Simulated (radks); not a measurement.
The numbers below are computed, except where a source is named.
Spherical quantum dot in the effective-mass picture: electrons in a hard-walled sphere of radius 2.56, with a point charge +2 (a donor) at the centre, all in effective atomic units (hartree* = m*/eps^2 hartree, bohr* = eps/m* bohr), one dielectric constant everywhere. Level of theory: non-relativistic Kohn-Sham, r2SCAN, spin-polarised, spherical densities, generalised Kohn-Sham scheme (a radial shooting solver with Libxc functionals). Levels are named by radial order and angular momentum (1s, 1p, 1d, 2s, ...), and open shells are averaged over m. Results are scaled to m* = 0.308 and eps = 4.6, for which hartree* = 396.1 meV and bohr* = 0.7903 nm.

N = 19, configuration 1s2 1p6 1d10 2s(up 1, down 0). This is the lowest configuration that the search found. Occupied and some empty levels:

level,occupation,eigenvalue (meV),<r> (nm)
1s up,1,3579.0,0.9734
1s down,1,3615.1,1.059
1p up,3,3893.6,1.321
1p down,3,3896.6,1.321
2s up,1,4140.0,0.9257
1d up,5,4224.8,1.402
1d down,5,4229.2,1.400
2s down,0,4241.0,0.8752
1f up,0,4649.1,1.456
1f down,0,4655.9,1.455
2p up,0,5121.8,1.013
2p down,0,5154.8,1.033
1g up,0,5163.8,1.498
1g down,0,5172.4,1.497

Energy (meV): total 39883.5, kinetic 16617, external -10811, Hartree 38752, exchange-correlation -4673.9.
